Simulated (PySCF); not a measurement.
B(F)(H)(iPr) (C₃H₈BF), SMILES CC(C)BF.

The structure is a stationary point at B3LYP-D3(BJ)/def2-SVP. The structure was generated by enumeration, and PubChem lists no compound with its InChIKey, so it may never have been made. One conformer was computed; it need not be the lowest.

Computed with PySCF with TDA-PBE/def2-SVPD.

Vertical excitations. Gas-phase values at a fixed geometry.

```csv
state,energy (eV),λ (nm),f,main pairs
S1,5.45,228,0.000,HOMO→LUMO 99 %
S2,6.67,186,0.006,"HOMO−1→LUMO 53 %, HOMO−2→LUMO 46 %"
S3,6.83,182,0.031,"HOMO−2→LUMO 52 %, HOMO−1→LUMO 45 %"
S4,6.97,178,0.010,HOMO→LUMO+1 99 %
S5,7.60,163,0.022,"HOMO−3→LUMO 71 %, HOMO−4→LUMO 15 %"
S6,7.62,163,0.002,"HOMO−4→LUMO 82 %, HOMO−3→LUMO 16 %"
S7,7.65,162,0.010,HOMO→LUMO+2 89 %
S8,7.96,156,0.013,HOMO→LUMO+3 98 %
S9,8.05,154,0.008,"HOMO−5→LUMO 57 %, HOMO→LUMO+4 41 %"
S10,8.07,154,0.026,"HOMO→LUMO+4 56 %, HOMO−5→LUMO 41 %"
T1,4.93,252,0,HOMO→LUMO 100 %
T2,6.35,195,0,HOMO−1→LUMO 93 %
T3,6.57,189,0,HOMO−2→LUMO 96 %
T4,6.83,181,0,HOMO→LUMO+1 98 %
```
Triplets are in the Tamm–Dancoff approximation.
